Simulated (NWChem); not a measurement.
System: C₂H₂FI; SMILES IC(F)=C

Computed with NWChem. The geometry was optimised at PBE0/def2-SVP. def2 effective core potentials on I; no spin-orbit coupling. Level: M06-2X/def2-SVP with COSMO at NWChem's default radii, gas-phase geometry; the question gives the dielectric constant.

Q: Predict the results for dielectric constant 7.6. Quantities: electrostatic solvation energy (kcal/mol); dipole in solution (D).

A: 
```
Property                                   Value
-----------------------------------------  -----
electrostatic solvation energy (kcal/mol)   -1.9
dipole in solution (D)                      1.56
```
